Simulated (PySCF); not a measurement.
CrH2O2, neutral, multiplicity 5. Atoms are numbered in the order given.

```xyz
5

Cr     0.0000     0.0000    -0.0130
O      0.0000    -1.8089     0.0990
H      0.0000    -2.4436    -0.6360
O      0.0000     1.8089     0.0990
H      0.0000     2.4436    -0.6360
```
Charge 0, spin multiplicity 5.

Geometry: PBE-D3(BJ)/def2-TZVP. The geometry has at least one imaginary mode, so it is a saddle point at that level. The multiplicity is an assumed one; other spin states were not compared. One conformer was computed; it need not be the lowest.

Calculation: TDA-PBE/def2-SVPD (PySCF).

Vertical excitations. Gas-phase values at a fixed geometry.

**Question.** List the lowest excited states. (The exact figures need the calculation; the answer reports its results.)

**Answer.** 
```
state    energy (eV)  λ (nm)      f                                                                         main pairs
-------  -----------  ------  -----  ---------------------------------------------------------------------------------
root 1          0.75    1658  0.000                                                                  α HOMO→LUMO 100 %
root 2          0.85    1464  0.000                                                                 α HOMO−1→LUMO 98 %
root 3          1.67     743  0.000                                                                 α HOMO−3→LUMO 98 %
root 4          1.70     730  0.000                                                                α HOMO−2→LUMO 100 %
root 5          3.52     352  0.000                                                                 α HOMO−5→LUMO 98 %
root 6          3.54     350  0.048                                           α HOMO−4→LUMO 75 %, β HOMO−1→LUMO+1 11 %
root 7          3.82     325  0.006                                                                 α HOMO→LUMO+1 90 %
root 8          4.03     307  0.010                      α HOMO−1→LUMO+1 46 %, α HOMO−6→LUMO 44 %, β HOMO−3→LUMO+1 8 %
root 9          4.05     306  0.000                                                                 α HOMO−7→LUMO 98 %
root 10         4.36     285  0.024  α HOMO−1→LUMO+1 46 %, α HOMO−6→LUMO 23 %, β HOMO−3→LUMO+1 18 %, β HOMO−2→LUMO 6 %
```
Unrestricted roots are not spin-pure.
